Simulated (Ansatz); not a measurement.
`FB(F)Cl` + H₂S → `FB(S)Cl` + H–F at 400 K and 1 bar (ligand exchange at a B–F bond).

Gas-phase electronic energies from Ansatz, PBE0-D4/def2-TZVP geometries. CCSD(T)/CBS is the MP2 limit (def2-TZVPP, def2-QZVPP) plus CCSD(T) − MP2 in def2-TZVPP, frozen cores. This one scheme is used for every species. Each species was taken in one conformer, which may not be the lowest.

| species | CCSD(T)/CBS energy (Eh) | H − E (kJ/mol) | S (J/(mol·K)) |
| --- | --- | --- | --- |
| `FB(F)Cl` | -684.31926 | 47.0 | 292.6 |
| H₂S | -398.97279 | 53.4 | 215.9 |
| `FB(S)Cl` | -982.86970 | 69.1 | 320.9 |
| H–F | -100.39570 | 36.5 | 182.2 |

H − E and S are ideal-gas, rigid-rotor, harmonic terms from PBE0-D4/def2-TZVP, for one conformer and one mirror image of each species. 1 Eh = 2625.50 kJ/mol, R = 8.31446 J/(mol·K).

Q: By hand: ΔE, ΔH, ΔS and ΔG.

A: ΔE = (-982.86970) + (-100.39570) − (-684.31926) − (-398.97279) = 0.02665 Eh = 70.0 kJ/mol. Δ(H − E) = 69.1 + 36.5 − 47.0 − 53.4 = 5.2, so ΔH = 75.2 kJ/mol. ΔS = 320.9 + 182.2 − 292.6 − 215.9 = -5.4 J/(mol·K). ΔG = 75.2 − 400 × (-5.4)/1000 = 77.4 kJ/mol.

Q: By hand: the equilibrium constant, and the temperature at which ΔG would vanish if ΔH and ΔS stayed fixed.

A: log₁₀ K = −ΔG/(RT ln 10) = -10.1. ΔH and −TΔS have one sign here, so there is no such temperature.

The number of gas molecules stays the same, so ΔS is small and ΔH decides. A doubt of 5 kJ/mol in ΔE shifts log₁₀ K by 0.7 here. Other conformers and mirror images would add mixing entropy, several J/(mol·K) or more a flexible species. These are equilibria of isolated gas molecules and say nothing of rates. Largest T1 diagnostic: 0.012 (customary marks: 0.02 for closed shells, 0.045 for open ones).

ΔS is within the doubt of such terms, so its sign, and with it that verdict, could turn.
